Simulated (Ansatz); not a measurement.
One change: `CB(C)[SiH2]F` becomes `CB(C)BN`.

Ansatz, PBE0-D4/def2-TZVP geometries, multiplicity 1. Each molecule was computed in one conformer, which needn't be the lowest.

```tsv
property	`CB(C)[SiH2]F`
LUMO energy (B3LYP/def2-TZVPP) / eV	-1.68
HOMO–LUMO gap (PBE/def2-TZVPP) / eV	3.96
LUMO energy (PBE0/def2-TZVPP) / eV	-1.50
LUMO energy (ωB97M-V/def2-TZVPP) / eV	0.49
HOMO–LUMO gap (PBE0/def2-TZVPP) / eV	6.17
HOMO energy (ωB97M-V/def2-TZVPP) / eV	-9.82
```

Q: What does the change do to each property? (An estimate is asked.)

A: Computed: 
```csv
property,`CB(C)BN`,shift
LUMO energy (B3LYP/def2-TZVPP) / eV,-0.67,1.01
HOMO–LUMO gap (PBE/def2-TZVPP) / eV,4.41,0.45
LUMO energy (PBE0/def2-TZVPP) / eV,-0.45,1.05
LUMO energy (ωB97M-V/def2-TZVPP) / eV,1.38,0.89
HOMO–LUMO gap (PBE0/def2-TZVPP) / eV,6.69,0.52
HOMO energy (ωB97M-V/def2-TZVPP) / eV,-9.39,0.43
```

With PBE0 the HOMO rises by 0.52 eV and the LUMO rises by 1.05 eV, so the gap widens by about 0.53 eV. PBE moves the HOMO by 0.58 eV and ωB97M-V by 0.43 eV.

B3LYP here is the variant with VWN-RPA as its local correlation; programs differ in this.
